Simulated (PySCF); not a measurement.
F3H3Si2, SMILES [SiH3][Si](F)(F)F. Heavy atoms are numbered as in [F:1][Si:2]([F:3])([F:4])[SiH3:5]. Hydrogens are named by the atom that carries them.

Coordinates come from a PBE0-D3(BJ)/def2-SVP optimisation.

Level of theory: PySCF with B3LYP/pcSseg-1.

GIAO shieldings, no solvent; atoms alike by connectivity are averaged. δ = σ(ref) − σ: ¹⁹F against CFCl3 (σ = 161.7 ppm); ²⁹Si against TMS (σ = 338.7 ppm); ¹H against TMS (σ = 31.68 ppm), references at their B3LYP-D3(BJ)/def2-TZVP geometries, non-relativistic.

```csv
atoms,nucleus,count,δ (ppm)
F1,¹⁹F,3,-127.1
Si2,²⁹Si,1,?
Si5 (SiH3),²⁹Si,1,-116.7
H on Si5,¹H,3,?
```

Problem. Fill in the missing entries. (An estimate is asked for; the answer gives what the named calculation found.)

Solution. 
- H on Si5, δ (ppm): 3.66
- Si2, δ (ppm): -42.7
